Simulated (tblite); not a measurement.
Compound: C4H12N2SSi.
Atom-mapped SMILES: `[CH3:1][S:2][C@@H:3]1[CH2:4][CH2:5][Si:6]1([NH2:7])[NH2:8]` (hydrogens: H9, H10, H11 on C1; H12 on C3; H13, H14 on C4; H15, H16 on C5; H17, H18 on N7; H19, H20 on N8)

Cartesian coordinates in Å at the GFN2-xTB level; atoms count from 1:
```xyz
20
C4H12N2SSi angstrom
C      3.1798    0.5036   -0.3547
S      1.5514    0.6822   -1.1436
C      0.4729    0.2858    0.2648
C      0.4445   -1.2060    0.6430
C     -1.0728   -1.4783    0.6040
Si    -1.4142    0.2645   -0.1146
N     -2.0360    0.2310   -1.7193
N     -2.2809    1.5241    0.6793
H      3.2708    1.2236    0.4551
H      3.9254    0.7046   -1.1171
H      3.2935   -0.5097    0.0210
H      0.7957    0.9291    1.0830
H      0.9684   -1.8039   -0.1029
H      0.8922   -1.4032    1.6174
H     -1.4810   -1.6543    1.5973
H     -1.3362   -2.3373   -0.0071
H     -1.5594   -0.3599   -2.3820
H     -2.2298    1.1230   -2.1462
H     -2.1322    1.6732    1.6634
H     -3.2574    1.6182    0.4563
```

All values are computed: GFN2-xTB (tblite) harmonic vibrations without scaling, gas phase. The method is semi-empirical: single wavenumbers can be off by several per cent or more. One conformer, not necessarily the lowest.

Harmonic wavenumbers (cm⁻¹): 42.2, 61.9, 89.5, 126.1, 145.1, 181.3, 189.6, 201.3, 210.7, 213.6, 286.4, 322.1, 483.4, 524.5, 591.7, 609.5, 683.4, 701.3, 722.3, 797.8, 804.1, 822.9, 881.8, 931.7, 936.4, 942.4, 955.5, 997.2, 1040.2, 1062.4, 1118.6, 1186.8, 1213.8, 1229.3, 1283.5, 1314.9, 1455.0, 1456.9, 1472.0, 1490.6, 1503.1, 1511.2, 2950.0, 2974.9, 2991.1, 3004.7, 3010.6, 3020.2, 3021.9, 3056.1, 3468.5, 3483.4, 3502.9, 3522.6.

A = 2274, B = 912.3, C = 818.2 MHz; mass 148.049 u (most abundant isotopes); point group C1, symmetry number 1.

Q: Zero-point energy?

A: ½Σν̃ = 35400 cm⁻¹ = 423.48 kJ/mol.

Q: What is S at 350 K and 1 bar for an ideal gas of classical rigid rotors and harmonic oscillators?

A: Translation 174.52, rotation 125.96, vibration 182.38: S = 482.9 J/(mol K).

Q: And Cp and H(350 K) − H(0)?

A: Cp = 207.12 J/(mol K), of which vibrations give 173.86 (their classical limit is 54 R = 449.0); H(350 K) − H(0) = 44.20 kJ/mol without the zero-point energy, 32.56 from vibrations.

Q: Blend soft modes into free rotors: weight 1/[1 + (100 cm⁻¹/ν̃)⁴] for the oscillator and the rest for a rotor with moment μB/(μ + B), μ = h/(8π²ν), B = 10⁻⁴⁴ kg m². What vibrational entropy results?

A: 168.18 J/(mol K) in place of 182.38, which changes −T·S at 350 K by +4.97 kJ/mol.

Q: What must be added to the electronic energy to get the Gibbs energy at 350 K and 1 bar?

A: ZPE + [H(350 K) − H(0)] − T·S = 423.48 + 44.20 − 169.00 = 298.68 kJ/mol.

Q: How do the functions run with temperature in this model?

A: 
```csv
T (K),S (J/(mol K)),Cp (J/(mol K)),H − H(0) (kJ/mol),G − H(0) (kJ/mol),ln q(vib)
100,306.7,95.6,6.22,-24.45,2.27
200,387.2,140.5,18.09,-59.35,5.79
300,452.6,185.5,34.38,-101.41,9.13
500,566.4,261.5,79.56,-203.62,15.41
800,705.9,331.1,169.42,-395.27,23.98
1000,783.2,361.8,238.86,-544.35,29.13
```

q(vib) and H(0) count from the zero-point level.

Hindered rotation and anharmonicity are outside this model. Other conformers, if any are populated, would add a mixing term that is left out. The structure is chiral; the term R ln 2 for an equal mix with its mirror image is left out.
